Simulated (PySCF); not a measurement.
Job file and geometry (Å, from GFN2-xTB) of an NMR shielding run on `CC(=S)[C@]1(B(Cl)Cl)C=C1C`, C6H7BCl2S, GIAO PBE0/pcSseg-1 NMR shielding, non-relativistic, gas phase (PySCF); density fitting, a coarse starting grid and PySCF grid level 2 are the driver's defaults:

```
$ OMP_NUM_THREADS=1 python probes_run.py task.json out

{"job": {"kind": "nmr", "xc": "PBE0", "basis": "pcSseg-1"}, "charge": 0, "multiplicity": 1}
C     -2.418986    -0.198106     0.761765
C     -1.000509    -0.616062     0.597661
S     -0.394834    -1.833519     1.505115
C     -0.145351     0.062587    -0.395511
B     -0.355624     1.517559    -0.897237
Cl     0.691852     2.097613    -2.155558
Cl    -1.474107     2.646901    -0.235894
C      0.624534    -0.907717    -1.333136
C      1.344214    -0.430160    -0.387318
C      2.535487    -0.188155     0.410242
H     -2.977142    -0.973967     1.280138
H     -2.467489     0.713566     1.358052
H     -2.879995     0.015214    -0.201150
H      0.405511    -1.522195    -2.166787
H      2.337764    -0.443578     1.450573
H      2.807861     0.866217     0.359383
H      3.359816    -0.794167     0.039750
```

Question: What does the program print?

Answer: 
```
coarse grid: 16816 points
cycle   1  E = -1575.3235490920  dE =  1.600e+00  |g| = 4.441e-01  |ddm| = 4.148e+00
cycle   2  E = -1575.2677132967  dE =  5.584e-02  |g| = 6.581e-01  |ddm| = 1.334e+00
cycle   3  E = -1575.3735885453  dE = -1.059e-01  |g| = 1.820e-01  |ddm| = 1.005e+00
cycle   4  E = -1575.3820907573  dE = -8.502e-03  |g| = 4.738e-02  |ddm| = 3.009e-01
cycle   5  E = -1575.3826445745  dE = -5.538e-04  |g| = 1.303e-02  |ddm| = 7.567e-02
cycle   6  E = -1575.3826842608  dE = -3.969e-05  |g| = 5.305e-03  |ddm| = 1.976e-02
cycle   7  E = -1575.3826902080  dE = -5.947e-06  |g| = 2.056e-03  |ddm| = 6.699e-03
final grid: 151304 points
cycle   8  E = -1575.4415247797  dE = -4.221e-05  |g| = 1.114e-02  |ddm| = 6.142e-02
cycle   9  E = -1575.4414519802  dE =  7.280e-05  |g| = 1.953e-02  |ddm| = 3.700e-02
cycle  10  E = -1575.4415544384  dE = -1.025e-04  |g| = 3.043e-03  |ddm| = 2.772e-02
cycle  11  E = -1575.4415566889  dE = -2.251e-06  |g| = 6.136e-04  |ddm| = 4.101e-03
cycle  12  E = -1575.4415567620  dE = -7.307e-08  |g| = 2.863e-04  |ddm| = 8.342e-04
cycle  13  E = -1575.4415567812  dE = -1.927e-08  |g| = 5.910e-05  |ddm| = 3.568e-04
cycle  14  E = -1575.4415567821  dE = -8.658e-10  |g| = 2.070e-05  |ddm| = 1.093e-04
converged SCF energy = -1575.4415567821

GIAO shielding tensors (ppm)
atom      isotropic    diamagn.    paramagn.     s11        s22        s33       span
  0 C      139.845     247.714    -107.869    118.768    129.179    171.589     52.820
  1 C      -89.965     256.671    -346.636   -255.738   -144.487    130.329    386.067
  2 S     -417.297    1058.550   -1475.848  -1542.930   -356.233    647.271   2190.201
  3 C      131.112     248.981    -117.870     43.622    124.470    225.243    181.621
  4 B       43.107     190.859    -147.752      1.984     43.536     83.802     81.818
  5 Cl     680.620    1147.876    -467.256    441.381    711.521    888.958    447.577
  6 Cl     676.470    1148.297    -471.827    406.397    703.065    919.949    513.552
  7 C       77.792     252.728    -174.936    -36.622    123.689    146.309    182.931
  8 C       67.820     264.344    -196.524    -65.851    126.313    142.999    208.850
  9 C      175.962     247.114     -71.153    163.922    173.638    190.324     26.402
 10 H       28.107      28.772      -0.665     23.513     28.597     32.213      8.700
 11 H       27.754      29.015      -1.261     22.946     29.696     30.618      7.672
 12 H       28.533      29.519      -0.986     24.840     29.150     31.609      6.769
 13 H       25.952      34.611      -8.659     23.799     24.355     29.702      5.904
 14 H       28.999      29.328      -0.329     23.189     28.656     35.152     11.963
 15 H       29.826      28.557       1.269     24.361     29.529     35.587     11.226
 16 H       29.196      26.050       3.145     24.671     26.774     36.142     11.471
```

Size and cost of the density-fitted run: 226 basis functions, 2.9 min wall time on 1 thread of an Intel Xeon, shared host; peak memory 1 GiB.
